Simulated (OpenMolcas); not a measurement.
**Ions of charge +2 along the 3d row on the Ca site of CaF2**

```yaml
Program: OpenMolcas 26.06
Method: CASSCF
Spin-orbit_coupling: state interaction with AMFI integrals over the reference wave functions
```

The d shell is active. Each dopant is a cluster with its nearest anions in model potentials and point charges, with no relaxation. Distances were set from a Shannon-type radius of the metal (high-spin where two are listed) plus a fixed donor radius (F 1.31 Å), in hosts weighted 0.65 to 0.35 with the host's distance in the model lattice. Ligand basis ANO-RCC-VDZP, DKH2 Hamiltonian. States (labels of O, the rotations of Oh). Energies in cm-1 above the lowest state or level, χT in cm3 K/mol; under a threefold ground state the first gap can be a small split of the lowest multiplet, not the spin-orbit step; 10Dq and B are least-squares fits to the states below 45000 cm-1, weighted by degeneracy, with a free offset, and given where the rms deviation is under 5 % of |10Dq| (or 100 cm-1) and under 700 cm-1; 10Dq is negative for this site. Spin-only χT is S(S+1) / 2 for the spin of the ground state.

```tsv
Ion	Shell	R (Å)	Metal basis	Ground state	First state of that spin	10Dq	B (rms of fit)	First gap with spin-orbit (degeneracies)	χT at 300 K	First state of another spin	Spin-only χT
Ti2+	3d2	2.323	ANO-RCC-VTZP	3A2	3T2 6558			6499 (3, 1)	1.018	1E 12479	1.000
V2+	3d3	2.277	ANO-RCC-VTZP	4T1	4T2 4856	-6082	943 (183)	13.1 (4, 2)	1.655	2E 11233	1.875
Cr2+	3d4	2.284	ANO-RCC-VTZP	5T2	5E 4427			13.3 (1, 3)	2.630	2S+1 = 3: 16490	3.000
Fe2+	3d6	2.277	ANO-RCC-VTZP	5E	5T2 3818			17.6 (1, 3)	3.420	3T1 21000	3.000
Co2+	3d7	2.264	ANO-RCC-VTZP	4A2	4T2 3119			2929 (4, 4)	2.879	2E 20545	1.875
Ni2+	3d8	2.212	ANO-RCC-VTZP	3T1	3T2 2521	-3006	1298 (46)	361.3 (1, 3)	2.610	1T2 17123	1.000
Cu2+	3d9	2.238	ANO-RCC-VTZP	2T2	2E 2398	-2398		815.7 (2, 4)	0.911		0.375
```

Among the 3 ions with a close fit, |10Dq| is smallest for Cu2+ (2398 cm-1) and largest for V2+ (6082 cm-1). The error differs from ion to ion, so this order need not be the real one.

B goes from 943 cm-1 (V2+) to 1298 cm-1 (Ni2+).

Every ion keeps the highest spin of its shell. χT departs most from the spin-only value for Ni2+, by +1.610 cm3 K/mol.

Ligand-to-metal charge-transfer states are missing. With metal d orbitals alone and no dynamic correlation 10Dq can be off by a tenth to a fifth, either way, in oxide and fluoride hosts. Without dynamic correlation the repulsion within the d shell is too large (B by tens of per cent), so at a given field states of lower spin stand too high (holds for Ti2+; V2+; Cr2+; Fe2+; Co2+; Ni2+). With no ligand orbital active B as a rule stays too high, so bands that hang on it stand too high and its fall with covalency is understated (holds for Ti2+; V2+; Cr2+; Fe2+; Co2+; Ni2+). An orbital triplet at a regular site is open to Jahn-Teller coupling, which can distort the site and quench the lowest spin-orbit gaps and is left out (holds for V2+; Cr2+; Ni2+; Cu2+). An orbital doublet at a regular site is open to a Jahn-Teller distortion, which this geometry leaves out (holds for Fe2+). A group larger than the point group allows holds several states that coincide in this model. No measured value stands beside these numbers; the geometry was set by hand and not optimised.

A state without a sure symmetry label is named by its multiplicity alone.
